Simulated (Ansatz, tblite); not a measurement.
Removing and adding an electron: Mg4. The state is a singlet with charge 0. Geometry: r2SCAN/def2-TZVP. Ansatz, gas phase; energy differences of separate SCF runs; the oxidised species was run as a doublet alone; the reduced species was run as a doublet alone.

Cartesian coordinates in Å:
```
Mg 1.165 -1.041 -1.002
Mg -0.027 -0.612 1.752
Mg -1.707 -0.113 -0.721
Mg 0.569 1.766 -0.030
```

The xTB rows come from tblite. Correlated methods freeze 4 core orbitals; core or outer-core shells of Mg are correlated, in sets that lack core-valence functions. In CCSD on the charge 1 doublet the largest single amplitude is 0.16, so its Hartree–Fock determinant may place the open shell otherwise than the density functionals do. The structure comes from a short search, and lower isomers may exist.

```json
{"level": "GFN1-xTB", "−HOMO (eV)": "9.88", "vertical IE (eV)": "12.72", "−LUMO (eV)": "3.40", "vertical EA (eV)": "0.62", "HOMO–LUMO gap (eV)": "6.48", "IE − EA (eV)": "12.10", "remarks": "–"}
{"level": "GFN2-xTB", "−HOMO (eV)": "4.22", "vertical IE (eV)": "7.60", "−LUMO (eV)": "-0.42", "vertical EA (eV)": "-2.21", "HOMO–LUMO gap (eV)": "4.64", "IE − EA (eV)": "9.81", "remarks": "–"}
{"level": "PBE/def2-TZVPD", "−HOMO (eV)": "4.47", "vertical IE (eV)": "–", "−LUMO (eV)": "2.48", "vertical EA (eV)": "0.92", "HOMO–LUMO gap (eV)": "1.99", "IE − EA (eV)": "–", "remarks": "HOMO above zero (-1 doublet)"}
{"level": "r2SCAN/def2-TZVPD", "−HOMO (eV)": "4.55", "vertical IE (eV)": "–", "−LUMO (eV)": "2.47", "vertical EA (eV)": "1.07", "HOMO–LUMO gap (eV)": "2.08", "IE − EA (eV)": "–", "remarks": "HOMO above zero (-1 doublet), spin-contaminated (⟨S²⟩ 0.88) (-1 doublet)"}
{"level": "CCSD(T)/def2-TZVPP", "−HOMO (eV)": "–", "vertical IE (eV)": "6.46", "−LUMO (eV)": "–", "vertical EA (eV)": "–", "HOMO–LUMO gap (eV)": "–", "IE − EA (eV)": "–", "remarks": "restricted SCF unstable (singlet), spin-contaminated (⟨S²⟩ 1.18) (+1 doublet)"}
```

Problem. Estimate the rows for PBE/def2-TZVP, r2SCAN/def2-TZVP, PBE0/def2-TZVP, PBE0/def2-TZVPD, CCSD/def2-TZVPP.

Solution. 
| level | −HOMO (eV) | vertical IE (eV) | −LUMO (eV) | vertical EA (eV) | HOMO–LUMO gap (eV) | IE − EA (eV) | remarks |
| --- | --- | --- | --- | --- | --- | --- | --- |
| PBE/def2-TZVP | 4.47 | 6.42 | 2.47 | – | 2.00 | – | – |
| r2SCAN/def2-TZVP | 4.56 | 6.29 | 2.48 | – | 2.08 | – | spin-contaminated (⟨S²⟩ 0.83) (+1 doublet) |
| PBE0/def2-TZVP | 5.05 | 6.39 | 1.95 | – | 3.10 | – | – |
| PBE0/def2-TZVPD | 5.05 | – | 1.97 | 0.94 | 3.08 | – | HOMO above zero (-1 doublet) |
| CCSD/def2-TZVPP | – | 6.33 | – | – | – | – | restricted SCF unstable (singlet), spin-contaminated (⟨S²⟩ 1.18) (+1 doublet) |

Relaxing the oxidised species (r2SCAN/def2-TZVP) changes its energy by -0.38 eV at PBE/def2-TZVP, so the adiabatic ionisation energy to this nearest minimum is 6.05 eV. At PBE0/def2-TZVP it is 6.00 eV.  Run but left out: HF/def2-TZVPP (singlet: restricted singlet, unstable towards broken spin symmetry); MP2/def2-TZVPP (charge +1 doublet: ⟨S²⟩ 1.18, where a pure state has 0.75).   A HOMO above zero means that the electron is unbound at that level or that self-interaction error raises the level; the energy of removing that electron tells which. Raw xTB energy differences between charge states are shifted by several eV; the methods need an empirical correction for them. A negative affinity means that the extra electron isn't bound; its size then hangs on the basis.
